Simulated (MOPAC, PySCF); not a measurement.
H$_{3}$BS, SMILES `BS` (H–B–S–H torsion 0°), neutral singlet in the gas phase. 

Cartesian coordinates (Å):
```xyz
5

B     -0.5756    -0.0724    -0.0046
S      1.0912    -0.6279     0.1393
H     -0.8320     1.0669    -0.2065
H     -1.4137    -0.9039     0.1125
H      1.7301     0.5371    -0.0407
```
Charge 0, multiplicity 1.

All levels are single points at this geometry (CAM-B3LYP-D3(BJ)/def2-TZVP); Pople sets use spherical d functions. Orbital energies aren't observables, and empty levels follow the basis.

```tsv
level	HOMO (eV)	LUMO (eV)	gap (eV)	dipole (D)	vertical IE, Delta-SCF (eV)
CAM-B3LYP-D3(BJ)/def2-TZVP in PySCF	-9.77	-0.19	9.58	0.92	10.98
PBE-D3(BJ)/def2-TZVP in PySCF	-7.35	-2.26	5.09	0.96	11.04
B3LYP/6-311+G** in PySCF	-8.25	-1.53	6.72	1.00	–
BP86/6-31G* in PySCF	-7.32	-2.04	5.27	1.03	–
M06-2X/6-31G* in PySCF	-9.48	0.01	9.48	1.01	–
SVWN5/6-31G* in PySCF	-7.34	-2.18	5.16	1.10	–
HF/STO-3G in PySCF	-8.39	7.19	15.58	0.89	–
AM1 in MOPAC	-10.40	0.69	11.09	1.38	–
PM7 in MOPAC	-9.89	-1.14	8.75	1.26	–
```
